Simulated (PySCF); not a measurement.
Ionisation energy of Re+ by level of theory

Re+ [Xe] 4f14 5d5 6s1 (7S) → Re(2+) [Xe] 4f14 5d5 (6S), as a difference of total energies. Calculation: PySCF 2.14, in def2-TZVPPD with the def2 core potential (60 electrons); a scalar-relativistic core potential. Correlated levels: valence: 5s2 5p6 frozen. The calculations carry no spin-orbit coupling.

| method | ionisation energy (eV) |
| --- | --- |
| UHF | 15.669 |
| MP2 (valence) | 16.265 |
| SCS-MP2 (valence) | 15.868 |
| CCSD (valence) | 16.297 |
| CCSD(T) (valence) | 16.319 |

Question: How much does correlation contribute at CCSD(T) (valence)?

Answer: 16.319 − (15.669) = 0.650 eV, measured against UHF.

Errors of the correlated levels include the incompleteness of this basis and the frozen core.

For comparison: 16.6 ± 0.5 eV (semi-empirical (NIST evaluation); NIST Atomic Spectra Database, ionization energies).
